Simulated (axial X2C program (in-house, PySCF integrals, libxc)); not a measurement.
# YSi along the bond: HF, with spin–orbit coupling

Computed with an axial X2C code built on PySCF integrals. Two-component (2c) means X2C with spin–orbit coupling and atomic mean-field two-electron Coulomb and Gaunt terms. Basis: Y dyall-cv3z [11s12p9d6f3g], Si dyall-v3z [8s7p2d1f] (cores contracted in-house); Gaussian nuclei, density fitting, unrestricted open shells. Masses: Y 88.906 u, Si 27.977 u.

State: Ω = 3/2 (⟨Sz⟩ = 1.50, ⟨Lz⟩ = 0.00 at HF). Dipoles are positive if Si is the positive end.

Results along the bond:

| R (Å) | μ (D) | HOMO (eV) | LUMO (eV) |
| --- | --- | --- | --- |
| 2.429 | -0.164 | -5.72 | 0.29 |
| 2.509 | -0.405 | -5.81 | 0.31 |
| 2.589 | -0.679 | -5.90 | 0.32 |
| 2.669 | -0.983 | -5.99 | 0.32 |
| 2.762 | -1.371 | -6.10 | 0.31 |
| 2.856 | -1.788 | -6.21 | 0.29 |
| 2.976 | -2.355 | -6.36 | 0.25 |

Occupations by symmetry block were frozen at the best pattern of an incomplete PBE0 search. PBE0 can misorder states that lie within some tenths of an eV, so this need not be the ground state of the molecule. The nearest other 2c determinant of the search, Ω = 1/2, lies 0.15 eV up at the distance of the search. With several unpaired electrons one determinant need not be a pure state. This is the top spin component of a Σ state; components of lower Ω are not single determinants and can lie lower. The determinant is spin-polarised beyond a pure state at some levels (its spin-free form has ⟨S²⟩ too high), which makes Re and μ there less reliable.
